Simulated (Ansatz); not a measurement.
Computed with Ansatz on PBE0-D4/def2-TZVP structures; ΔE is electronic, products minus reactants. CCSD(T)/CBS is the MP2 limit (def2-TZVPP, def2-QZVPP) plus CCSD(T) − MP2 in def2-TZVPP, frozen cores. This one scheme is used for every species. DFT in def2-TZVPP. B3LYP here is the variant with VWN-RPA as its local correlation; programs differ in this. One conformer a species, not always the lowest.

Consider the ligand exchange at the Si–Cl bond: `CO[SiH](N)Cl` + `O[SiH3]` → `CO[SiH](N)O[SiH3]` + HCl.

`CO[SiH](N)Cl`:

Cartesian coordinates in Å:
```
C 1.255 -1.282 -0.671
O 0.013 -0.623 -0.558
Si -0.246 0.690 0.375
N -1.853 1.211 0.341
Cl 0.214 0.181 2.317
H 1.537 -1.753 0.275
H 2.052 -0.590 -0.969
H 1.162 -2.053 -1.436
H 0.651 1.787 -0.048
H -2.208 1.730 -0.445
H -2.578 0.702 0.819
```

`O[SiH3]`:

```xyz
6

O    -1.031    0.568    0.506
Si    0.281   -0.277   -0.021
H    -1.284    1.352    0.018
H     0.088   -0.781   -1.409
H     0.431   -1.418    0.911
H     1.515    0.556   -0.005
```

`CO[SiH](N)O[SiH3]`:

Z-matrix (Å, degrees):
```
C
O 1 1.411
H 1 1.095 2 110.8
H 1 1.095 2 111.6 3 -121.2
H 1 1.092 2 108.4 3 118.9
Si 2 1.632 1 124.5 3 82.2
O 6 1.634 2 112.8 1 -65.0
N 6 1.702 2 111.2 1 51.6
H 6 1.478 2 103.1 1 176.8
Si 7 1.634 6 142.9 2 -45.0
H 8 1.006 6 120.2 2 -143.4
H 8 1.006 6 122.0 2 65.1
H 10 1.487 7 110.3 6 68.2
H 10 1.484 7 108.2 6 -172.3
H 10 1.487 7 110.8 6 -52.5
```

HCl:

Cartesian coordinates in Å:
```
Cl -0.573 -0.282 -0.040
H 0.573 0.282 0.040
```

```tsv
level	ΔE (kJ/mol)	difference from CCSD(T)/CBS
PBE-D4	-13.8	11.1
r2SCAN-D4	-20.3	4.6
PBE0-D4	-17.6	7.3
B3LYP-D4	-26.9	-2.0
PBE	-9.7	15.2
r2SCAN	-18.5	6.4
PBE0	-13.7	11.2
MP2/def2-TZVPP	-23.1	1.8
SCS-MP2/def2-TZVPP	-26.6	-1.7
CCSD/def2-TZVPP	-29.8	-4.9
CCSD(T)/def2-TZVPP	-28.3	-3.4
MP2/def2-QZVPP	-21.8	3.1
SCS-MP2/def2-QZVPP	-25.2	-0.3
HF/CBS(def2)	-32.8	-7.9
MP2/CBS(def2)	-19.7	5.2
CCSD/CBS(def2)	-26.4	-1.5
CCSD(T)/CBS	-24.9	0
```

Largest T1 diagnostic among the species: 0.011.

The D4 term adds −5.9 kJ/mol with B3LYP and −3.9 kJ/mol with PBE0; it sums over pairs of atoms, weighted by their polarisabilities, and B3LYP, whose exchange is more repulsive, gets the larger term. From PBE to PBE0 (25 % exact exchange), in def2-TZVPP and without D4, ΔE moves by −4.0 kJ/mol.
